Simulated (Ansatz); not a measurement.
```csv
atom,x (Å),y (Å),z (Å)
C,1.3946,0.0096,-0.0015
C,0.7808,1.2270,0.0002
C,-0.6345,1.2112,0.0092
C,-1.3236,0.0044,-0.0088
C,-0.6282,-1.2145,-0.0095
C,0.7666,-1.2181,-0.0045
H,1.3225,2.1771,-0.0014
H,-1.1767,2.1497,0.0029
H,-2.4230,0.0001,-0.0058
H,-1.1735,-2.1576,0.0057
H,1.3328,-2.1640,-0.0064
```

Basis set: STO-3G (spherical functions). Frozen core: 6 orbitals. Charge 0, multiplicity 2.

Computed with Ansatz (development build ahead of 0.2.0); each method stands on the lowest determinant of its kind that the runs found.

The atomization energy at this shape (free ground-state atoms in the same class of orbitals less the molecule, no zero-point energy) of doublet C₆H₅:

```tsv
method	atomization energy
UHF	47.45 eV
```

(1) What does UHF-MP2 give?

Results:

(1) 52.72 eV. Caution: the unrestricted determinant is a mixture of spin states.

This basis has no polarisation functions and is too small for such energies, which can lie far from measured ones in either direction.
